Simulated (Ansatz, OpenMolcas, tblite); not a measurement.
**CH3BF3Ge+ (SMILES [CH3][Ge+]([F])[B](F)F): methods side by side**

CH3BF3Ge+ has 9 atoms, charge +1, and is taken as a singlet. As SMILES, `[CH3][Ge+]([F])[B](F)F`. Geometry: a GFN2-xTB relaxation, a rough one for these elements and not checked as a minimum.

Quantity: the vertical ionisation energy (to the doublet dication), in eV. The values are calculated.

```csv
level,kind,program,value (eV),CPU time (all runs)
GFN1-xTB,semi-empirical,tblite,20.55,under 2 s
HF/def2-SVP,Hartree–Fock,OpenMolcas,16.85,58 s
SVWN5/def2-SVP,LDA,OpenMolcas,16.76,2 min
PBE/def2-SVP,GGA,Ansatz,16.53,16 s
r2SCAN/def2-SVP,meta-GGA,OpenMolcas,16.78,3.4 min
B3LYP/def2-SVP,global hybrid,OpenMolcas,16.94,2.5 min
BHLYP/def2-SVP,global hybrid,OpenMolcas,17.26,2.2 min
PBE0/def2-SVP,global hybrid,OpenMolcas,17.02,2.7 min
MP2/def2-SVP,perturbation theory,Ansatz,17.18,24 s
CCSD/def2-SVP,coupled cluster or CI,Ansatz,17.14,4.7 min
```

All-electron rows without a relativistic Hamiltonian named are non-relativistic. The values span 16.53 to 20.55 eV. The xTB values lack the empirical shift that such differences need. In the correlated wave-function rows the outer d shell of Ge is correlated, in sets not made for it. Times are those of the runs behind each value, whatever else they computed, on shared processors of several kinds: orders of magnitude only.
